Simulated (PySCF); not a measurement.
The dipole of `CC[C@@H](F)CC=O` from its density and from atomic charges.

Coordinates (GFN2-xTB, Å) and charges (e) from the PBE0/pcSseg-1 density (PySCF):

| atom | x | y | z | Mulliken | IAO | Hirshfeld | ESP-fitted |
| --- | --- | --- | --- | --- | --- | --- | --- |
| C1 | -2.131 | 0.782 | 0.461 | -0.2686 | -0.4200 | -0.1183 | -0.3561 |
| C2 | -0.764 | 0.554 | -0.174 | -0.2712 | -0.2691 | -0.0776 | +0.0040 |
| C3 | -0.066 | -0.669 | 0.410 | +0.1591 | +0.1887 | +0.0670 | +0.3935 |
| F4 | -0.808 | -1.802 | 0.114 | -0.3434 | -0.3379 | -0.1171 | -0.3060 |
| C5 | 1.342 | -0.873 | -0.148 | -0.2797 | -0.3344 | -0.0832 | -0.3658 |
| C6 | 2.349 | 0.085 | 0.415 | +0.2326 | +0.2706 | +0.1443 | +0.4421 |
| O7 | 2.137 | 0.922 | 1.244 | -0.3489 | -0.3874 | -0.2097 | -0.4465 |
| H8 | -2.029 | 0.973 | 1.526 | +0.1136 | +0.1395 | +0.0418 | +0.0850 |
| H9 | -2.622 | 1.635 | 0.001 | +0.1175 | +0.1442 | +0.0430 | +0.1001 |
| H10 | -2.761 | -0.095 | 0.324 | +0.1230 | +0.1478 | +0.0374 | +0.1009 |
| H11 | -0.880 | 0.411 | -1.250 | +0.1191 | +0.1348 | +0.0373 | +0.0344 |
| H12 | -0.124 | 1.420 | -0.002 | +0.1395 | +0.1489 | +0.0384 | +0.0455 |
| H13 | -0.032 | -0.609 | 1.505 | +0.1102 | +0.1404 | +0.0382 | +0.0311 |
| H14 | 1.680 | -1.889 | 0.083 | +0.1654 | +0.1734 | +0.0588 | +0.1331 |
| H15 | 1.340 | -0.782 | -1.238 | +0.1478 | +0.1614 | +0.0563 | +0.0995 |
| H16 | 3.361 | -0.055 | -0.014 | +0.0841 | +0.0990 | +0.0432 | +0.0052 |

Task: Form Σ q r in debye for every column and set it beside the full dipole.

Result: The full density gives (0.94, -0.39, -1.46) D, 1.78 D in size; dipole vectors point from the negative to the positive end.

| scheme | μx | μy | μz | size (D) | share of the full size (%) | angle to the full dipole (°) |
| --- | --- | --- | --- | --- | --- | --- |
| Mulliken | 1.09 | 0.64 | -1.38 | 1.87 | 105 | 33 |
| IAO | 1.68 | 0.20 | -1.50 | 2.26 | 127 | 24 |
| Hirshfeld | 0.77 | -0.39 | -0.93 | 1.27 | 71 | 9 |
| ESP-fitted | 0.94 | -0.36 | -1.45 | 1.77 | 99 | 1 |

Task: Which set comes closest?

Result: Length of the difference vector: ESP-fitted 0.03 D, Hirshfeld 0.56 D, IAO 0.95 D, Mulliken 1.04 D. Closest: ESP-fitted. ESP charges are fitted to the potential around the molecule, whose slowest-falling term is the dipole's. The schemes that divide the density aren't constrained to reproduce the dipole.

Task: What is left for the Hirshfeld atoms' own dipoles?

Result: The shares of the density sum to the whole, so what Σ q r misses lies in dipoles about the nuclei. The atomic dipoles sum to (0.94, -0.39, -1.46) − (0.77, -0.39, -0.93) = (0.17, 0.00, -0.53) D, 0.56 D in size.

Task: With the origin at the mean of the coordinates, (0.000, 0.001, 0.204) Å, which are the largest single terms, by size, of the Hirshfeld dipole along the direction of the full one?

Result: C1 +0.85, C6 +0.72, H15 +0.56, H8 -0.48, C5 -0.47 D; all 16 atoms together +1.26 D. The single terms depend on the origin, their sum doesn't.

Task: Give the size of the full dipole in other units.

Result: 1.78 D = 0.701 au = 0.371 e·Å = 5.94 × 10⁻³⁰ C·m.

One conformer (not necessarily the lowest) at the GFN2-xTB geometry, without solvent, vibrations or thermal averaging.

These values come from a run that also computed NMR shieldings. On one thread, x86-64 server, on a shared host, this took 28 s of wall time.

Shape of the structure used: `[CH3:1][CH2:2][C@@H:3]([F:4])[CH2:5][CH:6]=[O:7]`: C1–C2–C3–F4 63°, C2–C3–C5–C6 75°, C3–C5–C6–O7 2°.
